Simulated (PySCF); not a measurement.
## Computed properties of C2H5BF2O, SMILES B(F)(CO)CF

C2H5BF2O, SMILES OCB(F)CF. Geometry optimised at r2SCAN-D4/def2-SVP. This is a generated structure with no PubChem entry under its InChIKey; it may be hypothetical. The values are those of a single conformer. All values are computed for the isolated molecule unless a solvent is named; none is compared with measurement here.

**Structure.** All 27 harmonic modes at r2SCAN-D4/def2-SVP (PySCF) are real, so it is a minimum. With heavy atoms numbered as in [OH:1][CH2:2][B:3]([F:4])[CH2:5][F:6], the shortest bond between them is B3–F4 at 1.339 Å and the longest B3–C5 at 1.571 Å.

**Vibrations.** The strongest infrared lines (harmonic, unscaled, degenerate partners summed) lie at 1058 cm⁻¹ (148 km/mol, C 46 %, F 24 %, B 18 %), 194 cm⁻¹ (111 km/mol, H 82 %), 1328 cm⁻¹ (108 km/mol, H 53 %, B 21 %, C 19 %). The softest mode is at 99 cm⁻¹ and the zero-point energy is 48.7 kcal/mol.

**Electronic structure.** HF/def2-TZVP (PySCF) places the frontier levels at -11.99 and 2.83 eV, a gap of 14.82 eV, and gives a dipole moment of 2.14 D and a mean polarisability of 38.3 bohr³. PBE/def2-TZVP (PySCF) at the same geometry gives -6.25 and -1.59 eV, so its gap is 10.16 eV narrower. An orbital gap is neither the optical nor the fundamental gap.

**Excitations.** TDA-B3LYP/def2-SVPD (PySCF) has S1 at 5.72 eV (217 nm, f = 0.012, weak); the most intense of the 10 singlets computed lies at 8.18 eV (f = 0.07). T1 (TDA) is at 5.30 eV, 0.42 eV under S1. TDA-PBE/def2-SVPD (PySCF) puts S1 at 4.84 eV. No vertical singlet excitation falls in the visible range (under 3.1 eV).

**NMR.** GIAO shifts at KT2/pcSseg-1 (PySCF) (non-relativistic, atoms alike by connectivity averaged): ¹³C from 60.9 to 81.5 ppm against TMS; ¹H from 0.4 to 4.9 ppm against TMS; ¹⁹F from -334.5 to -74.0 ppm against CFCl3; ¹¹B at 48.0 ppm against BF3.
